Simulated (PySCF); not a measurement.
## Bonding in `C[Si@H](O[SiH3])N1CCCC1`

C5H15NOSi2.
SMILES with atom numbers: `[CH3:1][Si@H:2]([O:3][SiH3:4])[N:5]1[CH2:6][CH2:7][CH2:8][CH2:9]1` (hydrogens: H10, H11, H12 on C1; H13 on Si2; H14, H15, H16 on Si4; H17, H18 on C6; H19, H20 on C7; H21, H22 on C8; H23, H24 on C9)

Geometry (GFN2-xTB, Å), atoms numbered from 1 in this order:
```xyz
24
C5H15NOSi2 angstrom
C      1.2477   -2.3345   -0.8108
Si     1.0058   -0.4707   -1.0361
O      2.2083    0.3753   -0.3388
Si     3.1829    0.8520    0.8553
N     -0.4514    0.0079   -0.2787
C     -0.7030    1.3737    0.1614
C     -2.2157    1.4686    0.3717
C     -2.6142    0.0172    0.6245
C     -1.6998   -0.7244   -0.3441
H      1.1499   -2.6354    0.2285
H      2.2368   -2.6273   -1.1473
H      0.5264   -2.8986   -1.3924
H      1.1515   -0.0655   -2.4439
H      3.5812    2.2082    0.4839
H      2.4622    0.8339    2.1299
H      4.3158   -0.0732    0.8953
H     -0.1616    1.5528    1.0970
H     -0.3443    2.1016   -0.5707
H     -2.7007    1.8299   -0.5364
H     -2.4774    2.1325    1.1936
H     -2.3762   -0.2646    1.6504
H     -3.6692   -0.1745    0.4385
H     -2.1246   -0.6970   -1.3585
H     -1.5420   -1.7681   -0.0705
```

Bond orders from the PBE0/pcSseg-1 density (PySCF). Geometry: GFN2-xTB, one conformer, isolated molecule. GFN2-xTB frequencies show an imaginary mode (33i cm⁻¹), so this geometry is no minimum at that level.

Problem. Where do the orders between heavy atoms depart from those drawn in the SMILES?

Solution. The largest departure is 0.091, at Si2–O3 (drawn single, 0.909).

Problem. Set the Mayer orders of the bonds between heavy atoms beside their lengths.

Solution. 
```json
{"bond": "C1–Si2", "drawn as": "single", "length (Å)": "1.893", "Mayer order": "0.924"}
{"bond": "Si2–O3", "drawn as": "single", "length (Å)": "1.627", "Mayer order": "0.909"}
{"bond": "O3–Si4", "drawn as": "single", "length (Å)": "1.613", "Mayer order": "0.945"}
{"bond": "Si2–N5", "drawn as": "single", "length (Å)": "1.711", "Mayer order": "0.967"}
{"bond": "N5–C6", "drawn as": "single", "length (Å)": "1.457", "Mayer order": "0.915"}
{"bond": "C6–C7", "drawn as": "single", "length (Å)": "1.530", "Mayer order": "1.034"}
{"bond": "C7–C8", "drawn as": "single", "length (Å)": "1.526", "Mayer order": "1.042"}
{"bond": "C8–C9", "drawn as": "single", "length (Å)": "1.525", "Mayer order": "1.025"}
{"bond": "C9–N5", "drawn as": "single", "length (Å)": "1.449", "Mayer order": "0.937"}
```

Bonds between the same two heavy elements. O–Si: lowest Si2–O3 (0.909, 1.627 Å), highest O3–Si4 (0.945, 1.613 Å). C–N: lowest N5–C6 (0.915, 1.457 Å), highest C9–N5 (0.937, 1.449 Å). C–C: all 3 within 0.02 of one another (1.025 to 1.042).

Problem. And the bonds to hydrogen?

Solution. C–H: 0.95 to 0.96 (11 bonds); H–Si: 0.89 to 0.93 (4 bonds).

Problem. Sum the orders of all bonds at each heavy atom with more than one neighbour and set the sums beside the valence in the SMILES.

Solution. C1 3.799 (drawn 4), Si2 3.691 (drawn 4), O3 1.854 (drawn 2), Si4 3.720 (drawn 4), N5 2.819 (drawn 3), C6 3.849 (drawn 4), C7 3.980 (drawn 4), C8 3.973 (drawn 4), C9 3.861 (drawn 4). Orders between atoms that aren't bonded are not in these sums.

For a closed shell the Mayer order of atoms A and B is Σ (PS)μν (PS)νμ over the basis functions μ on A and ν on B, with P the density and S the overlap matrix.
